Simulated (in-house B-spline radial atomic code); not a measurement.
# Nb⁵⁺: [Ar] 3d10 4s2 4p5 5s1 (an excited or competing configuration)

All numbers are computed (non-relativistic BP86, spin-polarised, spherical fractional occupations; point nucleus) with an all-electron radial atomic-structure program (B-spline basis), not measured.

Effective charges: Z_r = [3n² - l(l+1)]/(2<r>) from the radius, Z_e = n√(-2ε) from the energy, and Slater's rules. Values are occupation-weighted means over spin.

```
shell  electrons   ε (eV)  <r> (bohr)    Z_r    Z_e  Slater
   1s          2   -18438      0.0372  40.32  36.81   40.70
   2s          2  -2601.8      0.1629  36.83  27.66   36.85
   2p          6  -2396.7      0.1397  35.78  26.54   36.85
   3s          2  -493.38      0.4544  29.71  18.07   29.75
   3p          6  -415.44      0.4502  27.77  16.58   29.75
   3d         10  -273.09      0.4306  24.38  13.44   19.85
   4s          2  -122.68       1.132  21.20  12.01   13.60
   4p          5  -99.858       1.215  18.93  10.84   13.60
   5s          1  -48.349       2.422  15.48   9.43    7.05
```

The least bound orbital is 5s up at -48.35 eV, and it is also the most diffuse (<r> = 2.422 bohr).
